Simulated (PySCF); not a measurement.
## Atomic charges by several schemes

Species: C2H7F3OSi2.
Structure used (PBE0-D3(BJ)/def2-SVP), in Å, numbered top down from 1:
```xyz
15
C2H7F3OSi2 angstrom
F      2.1761   -1.5483    0.0862
C      2.1006   -0.3010   -0.3939
F      1.9861   -0.4140   -1.7231
F      3.2266    0.3258   -0.1197
O      1.0907    0.3875    0.1441
C     -0.2407   -0.1473   -0.0719
Si    -0.9751   -0.6117    1.6218
Si    -1.2246    1.1440   -1.0669
H     -0.1875   -1.0687   -0.6777
H     -1.1497    0.6182    2.4477
H     -2.3066   -1.2482    1.3877
H     -0.0636   -1.5658    2.3161
H     -1.3806    2.3846   -0.2535
H     -2.5724    0.5772   -1.3739
H     -0.4947    1.4504   -2.3305
```

Density: PBE0/pcSseg-1 (PySCF); schemes: Mulliken, IAO, Hirshfeld and ESP-fitted. Isolated species at its PBE0-D3(BJ)/def2-SVP geometry (one conformer only).

Problem. At which atom do the 4 schemes differ most?

Solution. At C2: from +0.311 (Hirshfeld) to +0.950 e (Mulliken), 0.639 e apart.

Problem. Which atoms carry the lowest charge in the Mulliken, IAO, Hirshfeld and ESP-fitted schemes?

Solution. The schemes don't all agree: Mulliken C6 (-0.529); IAO C6 (-0.465); Hirshfeld O5 (-0.139); ESP-fitted O5 (-0.340).

Problem. Which atoms carry the highest charge in the Mulliken, IAO, Hirshfeld and ESP-fitted schemes?

Solution. All schemes agree: Mulliken C2 (+0.950); IAO C2 (+0.950); Hirshfeld C2 (+0.311); ESP-fitted C2 (+0.719).

Problem. What partial charge does each atom carry?

Solution. In e:

```csv
atom,environment,Mulliken,IAO,Hirshfeld,ESP-fitted
F1,fluorine of a CF3 group,-0.270,-0.291,-0.095,-0.213
C2,CF3 carbon,+0.950,+0.950,+0.311,+0.719
F3,fluorine of a CF3 group,-0.270,-0.291,-0.095,-0.214
F4,fluorine of a CF3 group,-0.234,-0.259,-0.084,-0.181
O5,ether oxygen,-0.476,-0.365,-0.139,-0.340
C6,sp3 carbon bound to oxygen,-0.529,-0.465,-0.128,-0.117
Si7,SiH3 silicon,+0.518,+0.592,+0.305,+0.299
Si8,SiH3 silicon,+0.517,+0.592,+0.305,+0.292
H9,methine hydrogen,+0.182,+0.159,+0.038,+0.137
H10,Si–H hydrogen,-0.062,-0.104,-0.069,-0.059
H11,Si–H hydrogen,-0.074,-0.112,-0.071,-0.080
H12,Si–H hydrogen,-0.059,-0.095,-0.069,-0.055
H13,Si–H hydrogen,-0.061,-0.104,-0.069,-0.057
H14,Si–H hydrogen,-0.074,-0.112,-0.071,-0.078
H15,Si–H hydrogen,-0.059,-0.095,-0.069,-0.053
```

Mean size of the charges over all atoms: IAO 0.306 e, Mulliken 0.289 e, ESP-fitted 0.193 e, Hirshfeld 0.128 e. Each set sums to the total charge, 0, to within 0.001 e. The Hirshfeld scheme weights the molecular density at each point by an atom's share of the summed free-atom densities. The Mulliken scheme counts on each atom the diagonal of the density matrix times the overlap matrix over that atom's basis functions.

Problem. Sum the charges by element, for elements with more than one atom.

Solution. 
```
element  atoms  Mulliken     IAO  Hirshfeld  ESP-fitted
      F      3    -0.774  -0.841     -0.274      -0.608
      C      2    +0.421  +0.485     +0.183      +0.602
     Si      2    +1.035  +1.184     +0.610      +0.592
      H      7    -0.206  -0.463     -0.380      -0.245
```

Problem. How closely do the schemes follow one another over all atoms?

Solution. Correlation coefficient and root-mean-square difference: Mulliken with IAO 0.99, 0.051 e; IAO with Hirshfeld 0.97, 0.240 e; Mulliken with ESP-fitted 0.96, 0.153 e; IAO with ESP-fitted 0.96, 0.159 e; Mulliken with Hirshfeld 0.94, 0.242 e; Hirshfeld with ESP-fitted 0.91, 0.130 e.
